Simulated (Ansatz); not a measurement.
Consider the ligand exchange at the Si–C bond: `C[CH]([SiH3])[InH2]` + `NC(O)(O)F` → `OC(O)(F)N[SiH3]` + `C[CH2][InH2]`.

Program: Ansatz. Geometries: PBE0-D4/def2-TZVP. ΔE: electronic, gas phase. CCSD(T)/CBS is the MP2 limit (def2-TZVPP, def2-QZVPP) plus CCSD(T) − MP2 in def2-TZVPP, frozen cores. DFT in def2-TZVPP. B3LYP here is the variant with VWN-RPA as its local correlation; programs differ in this. def2 core potentials past Kr. For In outer-core shells are correlated without core-valence functions, which leaves a few kJ/mol of doubt a bond. Each species was taken in one conformer, which may not be the lowest.

```tsv
level	ΔE (kcal/mol)
B3LYP-D4	-9.3
ωB97M-V	-8.8
SCS-MP2/def2-TZVPP	-9.2
CCSD/CBS(def2)	-8.2
```

Question: What does CCSD(T)/CBS give? (Best estimate.)

Answer: Ansatz gave: -7.6 kcal/mol. The listed levels differ from it by -1.7, -1.2, -1.6, -0.6 kcal/mol.

Largest T1 diagnostic among the species: 0.013.

The D4 term adds +0.8 kcal/mol with B3LYP and +0.4 kcal/mol with PBE0; it sums over pairs of atoms, weighted by their polarisabilities, and B3LYP, whose exchange is more repulsive, gets the larger term. In def2-TZVPP, CCSD(T) changes the Hartree–Fock value by +3.6 kcal/mol (the triples alone add +0.6 kcal/mol) and MP2 by +3.6 kcal/mol.

CCSD(T)/CBS has its own doubt, a few kJ/mol and more with outer-core shells, so smaller differences from it don't rank the levels.
